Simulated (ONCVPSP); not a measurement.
**Reading a pseudo-wave (platinum)**

Columns: radius, all-electron u(r) and pseudo u(r) of the 5d shell (level -6.14 eV) of platinum in the configuration [Kr] 4d10 4f14 5s2 5p6 5d9 6s1; PBE, scalar-relativistic, ONCV scheme, ONCVPSP 4.0.1.

```json
{"r (bohr)": "0.110", "all-electron": "0.2623", "pseudo": "0.0029"}
{"r (bohr)": "0.220", "all-electron": "-0.1007", "pseudo": "0.0220"}
{"r (bohr)": "0.330", "all-electron": "-0.3832", "pseudo": "0.0694"}
{"r (bohr)": "0.440", "all-electron": "-0.3112", "pseudo": "0.1498"}
{"r (bohr)": "0.550", "all-electron": "-0.0602", "pseudo": "0.2597"}
{"r (bohr)": "0.660", "all-electron": "0.2181", "pseudo": "0.3882"}
{"r (bohr)": "0.770", "all-electron": "0.4543", "pseudo": "0.5204"}
{"r (bohr)": "0.880", "all-electron": "0.6284", "pseudo": "0.6411"}
{"r (bohr)": "0.990", "all-electron": "0.7426", "pseudo": "0.7380"}
{"r (bohr)": "1.100", "all-electron": "0.8071", "pseudo": "0.8041"}
{"r (bohr)": "1.210", "all-electron": "0.8339", "pseudo": "0.8377"}
{"r (bohr)": "1.320", "all-electron": "0.8337", "pseudo": "0.8421"}
{"r (bohr)": "1.430", "all-electron": "0.8152", "pseudo": "0.8239"}
{"r (bohr)": "1.540", "all-electron": "0.7849", "pseudo": "0.7909"}
{"r (bohr)": "1.650", "all-electron": "0.7475", "pseudo": "0.7503"}
{"r (bohr)": "1.760", "all-electron": "0.7063", "pseudo": "0.7071"}
{"r (bohr)": "1.870", "all-electron": "0.6636", "pseudo": "0.6636"}
{"r (bohr)": "1.980", "all-electron": "0.6208", "pseudo": "0.6207"}
{"r (bohr)": "2.090", "all-electron": "0.5789", "pseudo": "0.5789"}
{"r (bohr)": "2.200", "all-electron": "0.5386", "pseudo": "0.5386"}
{"r (bohr)": "2.310", "all-electron": "0.5002", "pseudo": "0.5002"}
{"r (bohr)": "2.420", "all-electron": "0.4640", "pseudo": "0.4640"}
{"r (bohr)": "2.530", "all-electron": "0.4299", "pseudo": "0.4299"}
{"r (bohr)": "2.640", "all-electron": "0.3981", "pseudo": "0.3980"}
{"r (bohr)": "2.750", "all-electron": "0.3683", "pseudo": "0.3683"}
{"r (bohr)": "2.860", "all-electron": "0.3407", "pseudo": "0.3407"}
```

How many radial nodes do the two functions have?

The all-electron 5d function has n − l − 1 = 2; the pseudo-wave has 0, since the states of the same l below it are removed with the core.

At about which radius was the pseudo-wave matched?

2.00 bohr. The columns agree to 0.0005 from 1.87 bohr on; several derivatives are matched, so the curves merge somewhat inside the radius.

Is the pseudo-wave norm-conserving?

Yes: the ONCV scheme keeps the norm inside the radius equal to the all-electron one, which fixes the energy derivative of the logarithmic derivative at the level.
